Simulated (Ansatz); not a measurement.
Cl2FHOTi (`[OH][Ti]([F])([Cl])[Cl]`), relaxed with RKS PBE0-D4/def2-TZVP in Ansatz from a PBE-D4/def2-SVP geometry. The force threshold is 0.005 eV/Å; the program also tests the step.

Charge 0, multiplicity 1.

Start:

```xyz
6

O     0.616   -1.245   -0.081
Ti   -0.161    0.326    0.088
F    -1.231    0.563   -1.267
Cl    1.368    1.905    0.067
Cl   -1.310    0.380    1.961
H     0.718   -1.929   -0.767
```

```csv
step,energy (eV),largest force (eV/Å),largest move (Å)
1,-52932.6397,0.472,0.000
2,-52932.6485,0.133,0.015
3,-52932.6489,0.036,0.004
4,-52932.6494,0.069,0.017
5,-52932.6498,0.230,0.054
6,-52932.6505,0.021,0.014
7,-52932.6505,0.004,0.008
```

End:

```xyz
6

O     0.632   -1.217   -0.130
Ti   -0.153    0.335    0.068
F    -1.242    0.596   -1.264
Cl    1.351    1.921    0.086
Cl   -1.286    0.352    1.937
H     0.697   -1.987   -0.697
```

It took 18 s on 4 threads of an Intel Xeon 6975P-C on a shared host, with 0.62 GiB of host memory at the peak.
